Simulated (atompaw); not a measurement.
# Cutoff test, Cu, PAW (atompaw)

copper, PAW, made with atompaw 4.2.0.5 (PBE, scalar-relativistic). Core [Ar], reference 3d9 4s0 4p0 (charge +2). Waves: 4s (bound, empty): rc 2.05 bohr; 4s channel at -1.15 Ry: rc 2.05 bohr; 4p (bound, empty): rc 2.05 bohr; 4p channel at 3.05 Ry: rc 2.05 bohr; 3d (bound): rc 0.85 bohr; 3d channel at -0.2 Ry: rc 0.85 bohr. Local part: troulliermartins scheme with l = 3 at 0 Ry, radius 1.95 bohr. Core correction: smooth core density matched at 1.60 bohr. Augmentation charge: sinc compensation charge, radius 2.05 bohr; PAW radius 2.05 bohr; waves and projectors: custom rrkj gramschmidtortho.

The pseudo-atom Hamiltonian at the reference potential is diagonalised in spherical Bessel functions j_l(qr) that vanish at 20 bohr, with q² up to the cutoff. All-electron valence levels (Ry): 4s -1.6423, 4p -1.1280, 3d -2.1776.

**Question.** How do the lowest levels (Ry) of each channel move with the cutoff, and are there ghosts?

**Answer.**

| cutoff (Ry) | s #1 | p #1 | p #2 | d #1 | d #2 | f #1 | Σ f·Δε (mRy) |
| --- | --- | --- | --- | --- | --- | --- | --- |
| 8 | -1.6417 | -1.1275 | -0.4423 | -0.6649 | -0.3119 | -0.2681 | 13613.8 |
| 25 | -1.6424 | -1.1281 | -0.4426 | -0.7912 | -0.3527 | -0.2683 | 12476.5 |
| 50 | -1.6424 | -1.1281 | -0.4426 | -1.2682 | -0.4565 | -0.2683 | 8183.3 |
| 100 | -1.6424 | -1.1281 | -0.4426 | -2.0993 | -0.5298 | -0.2683 | 704.0 |
| 180 | -1.6424 | -1.1281 | -0.4426 | -2.1761 | -0.5341 | -0.2683 | 13.0 |
| 400 | -1.6424 | -1.1281 | -0.4426 | -2.1775 | -0.5341 | -0.2683 | 0.0 |

Result: no extra level below or beside the all-electron valence levels (s, p, d, f tested); 10 mRy is reached at 200 Ry and 1 mRy at over 300 Ry.
